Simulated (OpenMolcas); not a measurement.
Ti3+: moving the ligands

Ti3+ with 6 ligands (ammonia) in tetragonal octahedral coordination (Ci) at 2.09 Å, the axial distance 2.132 Å. Ligand basis ANO-RCC-VDZP.
```
Ti    0.0000    0.0000    0.0000
N     2.0900    0.0000    0.0000
H     2.4721    0.9457    0.0000
H     2.4721   -0.4729    0.8190
H     2.4721   -0.4729   -0.8190
N     0.0000    2.0900    0.0000
H     0.0000    2.4721    0.9457
H     0.8190    2.4721   -0.4729
H    -0.8190    2.4721   -0.4729
N    -2.0900    0.0000    0.0000
H    -2.4721   -0.9457    0.0000
H    -2.4721    0.4729   -0.8190
H    -2.4721    0.4729    0.8190
N     0.0000   -2.0900    0.0000
H     0.0000   -2.4721   -0.9457
H    -0.8190   -2.4721    0.4729
H     0.8190   -2.4721    0.4729
N     0.0000    0.0000    2.1318
H     0.9457    0.0000    2.5139
H    -0.4729    0.8190    2.5139
H    -0.4729   -0.8190    2.5139
N     0.0000    0.0000   -2.1318
H    -0.9457    0.0000   -2.5139
H     0.4729   -0.8190   -2.5139
H     0.4729    0.8190   -2.5139
```

- Program: OpenMolcas 26.06
- Method: SS-CASPT2, IPEA 0.25 Eh, imaginary shift 0.1 Eh (closed shells correlated: 3s 3p and the ligand valence shells)
- Basis: ANO-RCC-VDZP [5s4p2d1f]
- Scalar Hamiltonian: DKH2, point nucleus
- Active space: 1 electron in 5 orbitals (3d)
- State averaging: 2S+1 = 2 even, 5 roots
- Spin-orbit coupling: RASSI with atomic mean-field integrals over the reference wave functions

Runs around this geometry, states. Energies in cm-1 above the lowest state or level, χT in cm3 K/mol.

| R (Å) | Axial / equatorial distance | Ground state | First state of that spin | First gap with spin-orbit (degeneracies) | χT at 300 K |
| --- | --- | --- | --- | --- | --- |
| 2.03 | 1.02 | 2S+1 = 2 | 320 | 300 (2, 2) | 0.448 |
| 2.09 | 1.02 | 2S+1 = 2 | 250 | 230 (2, 2) | 0.453 |
| 2.15 | 1.02 | 2S+1 = 2 | 190 | 180 (2, 2) | 0.457 |
| 2.09 | 1.071 | 2S+1 = 2 | 220 | 240 (2, 2) | 0.447 |

Over all roots computed the reference weight is 0.70 to 0.71 in R = 2.03 in ratio = 1.02, 0.70 to 0.71 in R = 2.09 in ratio = 1.02, 0.70 to 0.71 in R = 2.15 in ratio = 1.02, 0.70 to 0.71 in R = 2.09 in ratio = 1.071; a low but even weight reflects the number of correlated electrons. Ligand-to-metal charge-transfer states are missing. With one d shell and no ligand orbital active, 10Dq can be off by a tenth or more. The least metal-like active orbital is 83 % on the metal (Löwdin) and no ligand orbital is active, so the numbers are rough (holds for R = 2.03, ratio = 1.02). The least metal-like active orbital is 84 % on the metal (Löwdin) and no ligand orbital is active, so the numbers are rough (holds for R = 2.09, ratio = 1.02; R = 2.09, ratio = 1.071). No measured value stands beside these numbers; the geometry is a model, was not optimised and need not be the one that this ion takes.

A state without a sure symmetry label is named by its multiplicity alone.
